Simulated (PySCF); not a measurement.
Induced dipoles and field energies

Compound: C4H12GeOSi.
Cartesian coordinates in Å at the PBE0-D3(BJ)/def2-SVP level; atoms count from 1:
```
atom  x, y, z in Å
C1    -0.6704    1.4101   -1.3078
C2    -0.8300    0.1091   -0.5552
Ge3    0.3384   -1.3359   -1.1090
O4     2.0202   -0.8982   -0.6902
Si5    2.7097   -0.1563    0.6183
C6    -1.1546    0.1656    0.9190
C7    -2.1999   -0.2764   -0.0546
H8     0.3566    1.7993   -1.2226
H9    -1.3513    2.1810   -0.9104
H10   -0.8961    1.2877   -2.3793
H11   -0.0270   -2.6206   -0.3346
H12    0.3536   -1.5628   -2.6299
H13    2.3323   -0.8443    1.8953
H14    4.1918   -0.2062    0.4602
H15    2.2823    1.2753    0.7222
H16   -0.7232   -0.5798    1.5954
H17   -1.2506    1.1601    1.3654
H18   -3.0198    0.4130   -0.2793
H19   -2.4970   -1.3301   -0.0552
```

Level: CAM-B3LYP/def2-SVPD (PySCF); nuclei fixed, core orbitals frozen in the response. Permanent dipole (-1.862, 0.450, 0.076) D (1 au = 2.5417 D). Static polarisability (au):

```
x   111.81  -1.78   0.88
y    -1.78  99.72   1.56
z     0.88   1.56  99.73
```

Only the terms in μ and α are kept: μ(F) = μ + αF and ΔE = −μ·F − ½ F·αF.

**Question.** A field of 0.008 au (0.411 V/Å) is applied along each axis in both senses. Find the induced dipole, the size of the total dipole and the two energy terms.

**Answer.** 
| field along | induced x (D) | induced y (D) | induced z (D) | total size (D) | −μ·F (kJ/mol) | −½F·αF (kJ/mol) |
| --- | --- | --- | --- | --- | --- | --- |
| +x | 2.274 | -0.036 | 0.018 | 0.591 | +15.387 | -9.394 |
| −x | -2.274 | 0.036 | -0.018 | 4.164 | -15.387 | -9.394 |
| +y | -0.036 | 2.028 | 0.032 | 3.123 | -3.719 | -8.378 |
| −y | 0.036 | -2.028 | -0.032 | 2.413 | +3.719 | -8.378 |
| +z | 0.018 | 0.032 | 2.028 | 2.839 | -0.628 | -8.379 |
| −z | -0.018 | -0.032 | -2.028 | 2.742 | +0.628 | -8.379 |

**Question.** For the field (-0.0056, 0.0040, -0.0016) au, what is the induced dipole, and what angle does it make with the field?

**Answer.** αF = (-1.613, 1.033, -0.402) D, at 3.1° to the field. The polarisability along this direction, F·αF/F², is 108.83 au, against a mean of 103.75 au.

**Question.** At what field along the permanent dipole would the induced dipole along it equal the permanent one, in this linear picture?

**Answer.** The polarisability along the dipole is 111.90 au, so F = 0.7543 au / 111.90 au = 0.0067 au = 0.35 V/Å; higher-order terms are ignored.

**Question.** What field makes μF equal to kT at 400 K?

**Answer.** kT = 1.2667 × 10⁻³ Eh, so F = 0.00168 au = 8.64 MV/cm.

**Question.** A unit point charge sits 8 Å away. Estimate the induction energy −αe²/2R⁴ with the mean polarisability, treating the molecule as a point.

**Answer.** R = 15.12 bohr, so the energy is −103.8/(2 × 15.12⁴) Eh = -2.61 kJ/mol. The charge–dipole term at its most favourable orientation, −μe/R², is -8.66 kJ/mol.

The structure is a single PBE0-D3(BJ)/def2-SVP conformer in the gas phase; no vibrational or solvent corrections. The calculation is non-relativistic, for germanium too.
